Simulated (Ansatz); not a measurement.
Mulliken charges of C2H5AlF2 (`[CH3][AlH][CH](F)F`) from r2SCAN/def2-TZVPP in Ansatz (PBE0-D4/def2-TZVP geometry).

| atom | x (Å) | y (Å) | z (Å) | charge (e) |
| --- | --- | --- | --- | --- |
| C1 | -1.149 | -0.977 | 0.786 | -0.386 |
| Al2 | 0.634 | -0.279 | 0.467 | 0.567 |
| C3 | 0.868 | 1.088 | -1.001 | 0.163 |
| F4 | 0.422 | 0.548 | -2.191 | -0.225 |
| F5 | 0.055 | 2.172 | -0.732 | -0.225 |
| H6 | -1.169 | -2.065 | 0.671 | 0.069 |
| H7 | -1.889 | -0.550 | 0.106 | 0.082 |
| H8 | -1.471 | -0.768 | 1.812 | 0.069 |
| H9 | 1.919 | -0.718 | 1.291 | -0.157 |
| H10 | 1.864 | 1.498 | -1.206 | 0.043 |

Task: By hand: the dipole of these point charges (1 e Å = 4.8032 D).

Result: Σ q r = (0.279, -0.279, 0.381) e Å, of length 0.548 e Å = 2.63 D.

Task: How does the dipole of the full density compare? (Estimate.)

Result: Computed: (0.112, -0.218, 0.269) e Å, 1.75 D; the point charges give 1.50 times that, at 13° from its direction.

Point charges leave out the atoms' own dipoles, such as those of lone pairs, and Mulliken's split depends on the basis, so the two needn't agree.
